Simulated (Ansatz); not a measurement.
Relaxation of C$_{2}$H$_{11}$NOSi$_{2}$ (17 atoms, charge 0, multiplicity 1), to a largest force component of 0.02 eV/Å in at most 40 steps.

Computed with RKS PBE0-D4/STO-3G (Ansatz).

```xyz
17
Properties=species:S:1:pos:R:3
C -1.237 -0.209 0.977
C 0.024 -0.502 0.218
N 0.373 -1.848 0.666
Si 1.571 0.743 0.799
O -0.171 -0.645 -1.210
Si -0.682 0.606 -2.191
H -2.071 -0.827 0.652
H -1.138 -0.234 2.047
H -1.613 0.877 0.803
H 1.201 -2.167 0.149
H 0.675 -1.844 1.679
H 1.714 0.574 2.285
H 1.072 2.166 0.484
H 2.730 0.372 0.118
H 0.351 1.636 -2.217
H -1.940 1.202 -1.657
H -0.876 0.098 -3.562
```

Where does it end, and by what steps?

The forces met the threshold. The force dipped under the threshold on the way, but the program's further checks kept it going. Limits of this set-up: minimal basis. After 25 steps the energy has fallen by 0.928 eV; H15 moved furthest, 0.85 Å.

```tsv
step	energy less start (eV)	largest force component (eV/Å)	accepted
0	0.0000	4.453	yes
1	-0.7599	1.558	yes
2	-0.8858	0.756	yes
3	-0.9082	0.288	yes
4	-0.9133	0.086	yes
5	-0.9153	0.068	yes
6	-0.9169	0.067	yes
7	-0.9184	0.078	yes
8	-0.9196	0.084	yes
9	-0.9208	0.072	yes
10	-0.9221	0.125	yes
11	-0.9231	0.103	yes
12	-0.9244	0.038	yes
13	-0.9255	0.045	yes
14	-0.9258	0.101	yes
15	-0.9263	0.041	yes
16	-0.9267	0.025	yes
17	-0.9272	0.025	yes
18	-0.9264	0.115	no
19	-0.9275	0.035	yes
20	-0.9277	0.059	yes
21	-0.9279	0.039	yes
22	-0.9282	0.011	yes
23	-0.9283	0.014	yes
24	-0.9284	0.025	yes
25	-0.9284	0.012	yes
```

```xyz
17
Properties=species:S:1:pos:R:3
C -1.227 -0.013 0.907
C 0.098 -0.491 0.225
N 0.302 -1.932 0.700
Si 1.558 0.664 0.751
O 0.011 -0.664 -1.217
Si -0.779 0.596 -2.071
H -2.064 -0.649 0.590
H -1.130 -0.094 1.997
H -1.457 1.033 0.664
H 1.151 -2.258 0.158
H 0.685 -1.850 1.683
H 1.734 0.552 2.180
H 1.302 2.046 0.422
H 2.771 0.235 0.096
H -0.273 1.904 -1.711
H -2.213 0.596 -1.876
H -0.487 0.324 -3.457
```

Whether the end is a true minimum wasn't checked by a vibrational analysis.

Run time: 100 s on 1 thread of Arm Neoverse V1, with other jobs on the host, peak memory 0.12 GiB.
